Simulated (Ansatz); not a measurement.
Geometry optimisation, Ansatz 0.2.0, RKS PBE/def2-SVP.

input.yaml

```yaml
crystal:
  periodic: [false, false, false]
  atoms:
    - { symbol: C, position_ang: [-1.0808, -0.6645, 0.9706] }
    - { symbol: C, position_ang: [0.3277, -0.3755, 0.6057] }
    - { symbol: Br, position_ang: [0.9617, 1.0875, 1.7421] }
    - { symbol: Si, position_ang: [0.7643, 0.0964, -1.1653] }
    - { symbol: O, position_ang: [-0.0209, 1.5013, -1.6608] }
    - { symbol: H, position_ang: [-1.7542, 0.277, 0.7659] }
    - { symbol: H, position_ang: [-1.2144, -0.8751, 2.0222] }
    - { symbol: H, position_ang: [-1.5009, -1.4328, 0.3661] }
    - { symbol: H, position_ang: [0.9323, -1.2268, 0.9375] }
    - { symbol: H, position_ang: [0.2232, -0.993, -2.0384] }
    - { symbol: H, position_ang: [2.1404, 0.2349, -1.3467] }
    - { symbol: H, position_ang: [0.2985, 2.3155, -1.1648] }
basis:
  gaussian: { orbitals: def2-SVP }
hamiltonian:
  xc: pbe
relax:
  f_tol: 0.02
  max_steps: 50
output:
  orbitals: {}
```

Command:

```bash
$ ansatz run input.yaml --threads 2 --pin off --max-ram 3072MiB --backend cpu --events-out ev --progress --plain --runs-dir out
```

**Question.** Where does it end, and by what steps?

**Answer.** It converged. After 7 steps the energy has fallen by 0.378 eV; H12 moved furthest, 0.28 Å.

```
step  energy less start (eV)  largest force component (eV/Å)  accepted
   0                  0.0000                           2.973       yes
   1                 -0.3242                           1.134       yes
   2                 -0.3697                           0.243       yes
   3                 -0.3745                           0.065       yes
   4                 -0.3768                           0.055       yes
   5                 -0.3780                           0.070       yes
   6                 -0.3782                           0.062       yes
   7                 -0.3785                           0.015       yes
```

```xyz
12
Properties=species:S:1:pos:R:3
C -1.113 -0.618 0.934
C 0.356 -0.373 0.622
Br 1.029 1.207 1.660
Si 0.739 0.080 -1.196
O -0.011 1.535 -1.573
H -1.743 0.225 0.588
H -1.291 -0.770 2.017
H -1.449 -1.533 0.400
H 0.996 -1.206 0.977
H 0.129 -0.942 -2.113
H 2.235 0.110 -1.361
H 0.201 2.230 -0.920
```

Run time: 18 s on 2 threads of Intel(R) Xeon(R) Platinum 8488C (Sapphire Rapids) (shared host), peak memory 0.2 GiB.
